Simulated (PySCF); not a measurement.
From one molecule to another.

First species: C₃H₁₁NSi.
Structure used (PBE0-D3(BJ)/def2-SVP), in Å, numbered top down from 1:
```xyz
16
C3H11NSi angstrom
C      2.3213    0.1130   -0.1050
Si     0.7875   -0.3559    0.8669
N     -0.6455   -0.1336   -0.0958
C     -0.8577    1.0603   -0.8720
C     -1.8534   -0.8635    0.1915
H      3.2185   -0.1625    0.4718
H      2.3761    1.1950   -0.2998
H      2.3533   -0.4173   -1.0688
H      0.8125   -1.8037    1.2439
H      0.7990    0.4310    2.1522
H     -1.3774    0.8253   -1.8199
H      0.0992    1.5345   -1.1372
H     -1.4719    1.8206   -0.3454
H     -2.5699   -0.2940    0.8196
H     -2.3828   -1.1290   -0.7430
H     -1.6238   -1.8022    0.7182
```

Second species: 3-methylisoxazole, C4H5NO.
SMILES: `Cc1ccon1`

Levels: CAM-B3LYP/def2-SVPD for dipole moment, HOMO energy, LUMO energy, HOMO–LUMO gap, static isotropic polarisability and electronic spatial extent ⟨r²⟩ about the centre of nuclear charge; TDDFT CAM-B3LYP/def2-SVPD for lowest singlet excitation; TDA CAM-B3LYP/def2-SVPD for lowest triplet excitation (Tamm–Dancoff); ΔSCF CAM-B3LYP/def2-SVPD for vertical ionisation energy; PBE0-D3(BJ)/def2-SVP for rotational constant A and rotational constant C. Geometries: PBE0-D3(BJ)/def2-SVP. All species are isolated and taken at one optimised geometry, non-relativistic unless stated. Electronic properties by PySCF.

Dipoles, sizes and rotational constants follow the conformer. The torsions of the flexible species, by atom-mapped SMILES:
- `[CH3:1][SiH2:2][N:3]([CH3:4])[CH3:5]`: C1–Si2–N3–C4 -46°

Values for the first species:

* Dipole moment: 0.75 D
* HOMO energy: -7.58 eV
* LUMO energy: 1.26 eV
* HOMO–LUMO gap: 8.84 eV
* Lowest singlet excitation: 5.84 eV
* Lowest triplet excitation (Tamm–Dancoff): 5.71 eV
* Static isotropic polarisability: 74.4 au
* Vertical ionisation energy: 8.24 eV
* Electronic spatial extent ⟨r²⟩ about the centre of nuclear charge: 694 bohr²
* Rotational constant A: 6.241 GHz
* Rotational constant C: 2.013 GHz

Problem. Estimate the same properties for the second species, and the change in each.

Solution. 
| property | first | second | second less first |
| --- | --- | --- | --- |
| dipole moment | 0.75 D | 3.08 D | +2.33 D |
| HOMO energy | -7.58 eV | -9.10 eV | -1.52 eV |
| LUMO energy | 1.26 eV | 0.76 eV | -0.50 eV |
| HOMO–LUMO gap | 8.84 eV | 9.86 eV | +1.02 eV |
| lowest singlet excitation | 5.84 eV | 6.68 eV | +0.84 eV |
| lowest triplet excitation (Tamm–Dancoff) | 5.71 eV | 4.40 eV | -1.31 eV |
| static isotropic polarisability | 74.4 au | 54.5 au | -19.9 au |
| vertical ionisation energy | 8.24 eV | 10.00 eV | +1.76 eV |
| electronic spatial extent ⟨r²⟩ about the centre of nuclear charge | 694 bohr² | 487 bohr² | -207 bohr² |
| rotational constant A | 6.241 GHz | 9.249 GHz | +3.008 GHz |
| rotational constant C | 2.013 GHz | 2.610 GHz | +0.597 GHz |

On the first: The 10 singlets span 5.84 to 8.45 eV, and their oscillator strengths add up to 0.30.

On the second: The principal polarisabilities are 38.7, 56.1 and 68.8 au; their mean is the isotropic value. In wavenumbers S1 is 53900 cm⁻¹ (1 eV = 8065.54 cm⁻¹).
